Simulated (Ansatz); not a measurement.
Reaction (isomerisation): `OC1BN1` → `OB1CN1`

Calculated with Ansatz (gas phase, PBE0-D4/def2-TZVP geometries, no zero-point term in ΔE). CCSD(T)/CBS adds triple-zeta CCSD(T) − MP2 to the extrapolated MP2 energy (def2 sets, frozen cores). DFT in def2-TZVPP. B3LYP here is the variant with VWN-RPA as its local correlation; programs differ in this. HSE06 is defined as in plane-wave codes. One conformer a species, not always the lowest.

```csv
level,ΔE (kcal/mol),difference from CCSD(T)/CBS
revPBE-D4,-36.4,1.8
BLYP-D4,-37.4,0.8
PBE0-D4,-37.8,0.4
r2SCAN0-D4,-39.1,-0.9
CAM-B3LYP-D4,-38.3,-0.1
PBE-QIDH,-38.9,-0.7
revPBE,-36.8,1.4
B3LYP,-38.3,-0.1
r2SCAN0,-39.1,-0.9
HSE06,-37.9,0.3
LC-ωPBE,-37.9,0.3
CCSD/def2-SVP,-38.9,-0.7
CCSD(T)/def2-SVP,-38.5,-0.3
SCS-MP2/def2-TZVPP,-38.8,-0.6
HF/CBS(def2),-40.0,-1.8
CCSD/CBS(def2),-38.6,-0.4
CCSD(T)/CBS,-38.2,0
```

Largest T1 diagnostic among the species: 0.013.

Leaving LDA and LC-ωPBE aside and taking each functional with its dispersion term where it has one, the values, not all of them listed here, spread over 3.5 kcal/mol, from B97M-V to revPBE-D4. From PBE to PBE0 (25 % exact exchange), in def2-TZVPP and without D4, ΔE moves by −1.0 kcal/mol.
